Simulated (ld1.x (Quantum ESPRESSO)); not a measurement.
**Before and after: PAW potential for Ge (Z = 32)**

ld1.x (Quantum ESPRESSO) 7.5 input, shortened:

```
&input
   title='Ge', zed=32., rel=0, dft='PBESOL', iswitch=3,
   config='[Ar] 3d10 4s2 4p1'
 /
 &inputp
   pseudotype=3, lpaw=.true., tm=.true., lloc=-1, rcloc=1.45,
   nlcc=.true., new_core_ps=.true.,
   which_augfun='BESSEL', rmatch_augfun=0.55
 /
6
4S  1  0   2.00   0.00  1.65  1.80  0.0
4S  1  0   0.00   0.80  1.65  1.80  0.0
4P  2  1   1.00   0.00  1.45  1.70  0.0
4P  2  1   0.00   2.40  1.45  1.70  0.0
3D  3  2  10.00   0.00  0.70  0.75  0.0
3D  3  2   0.00  -2.55  0.70  0.75  0.0
 &test
   configts(1)='3d10 4s2 4p1'
 /
```

Change: type TM; waves now 4s (bound): rc 1.80 bohr; 4p (bound): rc 1.70 bohr; 3d (bound): rc 0.75 bohr; local potential all-electron potential smoothed inside 0.75 bohr (lloc = -1).

Cutoffs: the cutoffs (Ry, on a coarse ladder) from which the occupation-weighted sum of valence levels, in a spherical-Bessel basis at the reference potential, stays within 10 and 1 mRy of its value at 400 Ry; they do not see the model core or the augmentation charge, which bear on the density cutoff. Errors are all-electron minus pseudo energies relative to the spin-unpolarised reference configuration.

Problem. How do hardness, ghosts and transferability respond?

Solution. A bound ghost appears in p, s, which as a rule spoils a file; the number of tests that count goes from 7 to 6; of the 6 tests that both files solve, the error grows in 2 and shrinks in 1 by more than 15 % and 0.3 meV (median size 0.3 → 0.1 meV); the range in which the s phases agree narrows (upper end 4.5 → 2.9). Several settings change at once here, so the effects cannot be laid on one of them.

```tsv
quantity	base	changed
cutoff, loose	300 Ry	over 300 Ry
cutoff, tight	over 300 Ry	over 300 Ry
loose cutoff by channel (10 mRy a level)	s 8 Ry, p 6 Ry, d 180 Ry	s 15 Ry, p 6 Ry, d over 300 Ry
bound ghosts	none	s, p
tests counted (converged, no solver errors)	7 of 7	6 of 7
error for 3d10 4s2 4p2, meV [ΔE -7.49 eV]	+0.2	-0.1
error for 3d10 4s2 4p0, meV [ΔE 15.46 eV]	-0.4	+0.1
error for 3d10 4s1 4p0, meV [ΔE 49.70 eV]	-1.9	-9.7
error for 3d10 4s2 4p1.5, meV [ΔE -4.66 eV]	0.0	-0.1
error for 3d10 4s2 4p2.3, meV [ΔE -8.38 eV]	+0.2	-0.2
error for 3d10 4s1 4p2, meV [ΔE 8.31 eV]	+1.4	-1.9
s: phases at 1.95 bohr within 0.05 rad from the reference energy up to (Ry; the scan ends near 5)	4.5	2.9
p: phases at 1.95 bohr within 0.05 rad from the reference energy up to (Ry; the scan ends near 5)	to the end of the scan	to the end of the scan
d: phases at 1.95 bohr within 0.05 rad from the reference energy up to (Ry; the scan ends near 5)	to the end of the scan	to the end of the scan
```

Changed file: Tests not counted: 3d9 4s2 4p2 (solver errors, printed error -2538 eV). A true bound ghost makes a file unfit for plane-wave use even where its test errors are small: the radial tests pick states by their node count and pass the ghost by. Where a test does run into it, the solver fails or the error is huge.
